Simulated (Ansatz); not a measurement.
The cluster HgF2⁺. The state is a doublet with charge 1. Geometry relaxed at PBE-D4/def2-TZVP.

Cartesian coordinates in Å:
```
Hg 0.000 0.000 0.000
F -1.859 0.537 -0.060
F 1.859 -0.537 0.059
```

In the def2 sets Hg takes a core potential; there is no spin–orbit coupling. The structure comes from a short search, and lower isomers may exist.

Estimate the harmonic wavenumbers at UKS PBE-D4/def2-TZVP (Ansatz, unscaled). Is this a minimum?

130, 155, 484, 575 cm⁻¹. Yes, no mode is imaginary beyond noise. Zero-point energy 8.0 kJ/mol. Hardware: 4 threads of Arm Neoverse V2 on a shared host. Wall time 25 s.
